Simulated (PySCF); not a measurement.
Vibration and rotation of BeSe

RHF-CCSD(T) constants of BeSe, ¹Σ⁺ (singlet), closed shell (Be def2-SVP, Se def2-SVP; no relativity (PySCF 2.14); masses 9.0122 and 79.9165 u):

```
ωe              : 807.0 cm⁻¹
ωexe            : 4.52 cm⁻¹
Be              : 0.57045 cm⁻¹
αe              : 0.00450 cm⁻¹
D (centrifugal) : 1.14e-06 cm⁻¹
De to Be + Se   : 2.02 eV
```

(1) Give the vibrational terms G(v) and spacings up to v = 6.

A state of this spin cannot dissociate to the ground-state fragments, so its own limit lies higher than the one that De refers to.

Correlated steps freeze 9 core orbitals. Correlated levels converge slowly with the basis: in double zeta they bind strong bonds too weakly, by up to about 1 eV, and carry superposition errors of some tenths. Where the molecule has an RHF reference, its open-shell atoms are computed with UHF. The CCSD T1 diagnostic is raised, a sign that a single reference may not be enough here.

## Answers

(1) G(v) = ωe(v+½) − ωexe(v+½)².

```
v  G(v) (cm⁻¹)  G(v) − G(v−1)  Bv (cm⁻¹)
0        402.4                    0.5682
1       1200.3          798.0     0.5637
2       1989.2          788.9     0.5592
3       2769.1          779.9     0.5547
4       3540.0          770.8     0.5502
5       4301.8          761.8     0.5457
6       5054.5          752.8     0.5412
```
